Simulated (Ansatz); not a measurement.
Reaction (cleavage of the Sb–Si bond): `[CH3][SbH][SiH3]` + NH₃ → `[CH3][SbH][NH2]` + SiH₄

Computed with Ansatz on PBE0-D4/def2-TZVP structures; ΔE is electronic, products minus reactants. CCSD(T)/CBS is the MP2 limit (def2-TZVPP, def2-QZVPP) plus CCSD(T) − MP2 in def2-TZVPP, frozen cores. This one scheme is used for every species. Functionals use def2-TZVPP. Elements past krypton have def2 core potentials. For Sb outer-core shells are correlated without core-valence functions, which leaves a few kJ/mol of doubt a bond. One conformer a species, not always the lowest.

`[CH3][SbH][SiH3]`:

```xyz
10

C    -0.368   -0.812    1.505
Sb    1.403   -0.307    0.358
Si    0.107    1.137   -1.329
H    -1.189   -1.104    0.852
H    -0.658    0.058    2.094
H    -0.123   -1.632    2.179
H     1.276   -1.664   -0.679
H     0.946    1.408   -2.526
H    -0.237    2.437   -0.692
H    -1.157    0.480   -1.762
```

NH₃:

```xyz
4

N     0.237   -0.082    0.128
H     0.380    0.750   -0.432
H    -0.124   -0.798   -0.491
H    -0.494    0.131    0.795
```

`[CH3][SbH][NH2]`:

Z-matrix (Å, degrees):
```
C
Sb 1 2.149
H 1 1.091 2 109.8
H 1 1.090 2 108.6 3 119.6
H 1 1.090 2 110.1 3 -120.6
N 2 2.038 1 93.9 3 166.5
H 2 1.726 1 92.6 3 67.6
H 6 1.012 2 113.9 1 -70.2
H 6 1.012 2 111.8 1 167.1
```

SiH₄:

```xyz
5

Si    0.000    0.000    0.000
H    -1.060    0.956   -0.407
H     1.312    0.470   -0.511
H    -0.300   -1.340   -0.564
H     0.047   -0.085    1.481
```

```json
{"species": "`[CH3][SbH][SiH3]`", "r2SCAN0 energy (Eh)": "-572.07978"}
{"species": "NH₃", "r2SCAN0 energy (Eh)": "-56.54138"}
{"species": "`[CH3][SbH][NH2]`", "r2SCAN0 energy (Eh)": "-336.74891"}
{"species": "SiH₄", "r2SCAN0 energy (Eh)": "-291.85162"}
```

(1) Work out ΔE.

Largest T1 diagnostic among the species: 0.013.

## Answers

(1) ΔE = (-336.74891) + (-291.85162) − (-572.07978) − (-56.54138) = 0.02063 Eh = +12.9 kcal/mol. CCSD(T)/CBS gives +11.7 kcal/mol.

From r2SCAN to r2SCAN0 (25 % exact exchange), in def2-TZVPP and without D4, ΔE moves by +0.9 kcal/mol. At CCSD(T), def2-SVP lies +0.9 kcal/mol from the extrapolated value and def2-TZVPP −0.8 kcal/mol.
